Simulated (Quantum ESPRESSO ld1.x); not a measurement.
The numbers below are computed, except where a source is named.
Q: Eu21+, configuration [Ar] 3d10 4s2 4p5 4d6 5s1 (not the ground configuration). Code: ld1.x of Quantum ESPRESSO 7.5. Model: scalar-relativistic Kohn-Sham, LDA (Slater exchange, VWN5 correlation), spin-unpolarised, spherical densities, point nucleus. Some entries of the table are withheld. Estimate them.

orbital  occ.  eigenvalue (hartree)  <1/r> (bohr^-1)  <r> (bohr)
1s          2            -1798.3928              (1)     0.02233
2s          2             -314.0955            16.27         (2)
2p          6             -282.4197            15.23     0.08390
3s          2              -86.1592              (3)      0.2488
3p          6              -76.2965            5.639      0.2469
3d         10              -63.1652            5.355      0.2244
4s          2              -32.7354            2.687      0.5339
4p          5              -29.2573            2.520      0.5535
4d          6              -24.4516            2.322      0.5696
5s          1              -16.6885            1.432      0.9840

A: 
(1) 1s <1/r> (bohr^-1): 70.18
(2) 2s <r> (bohr): 0.09516
(3) 3s <1/r> (bohr^-1): 5.984
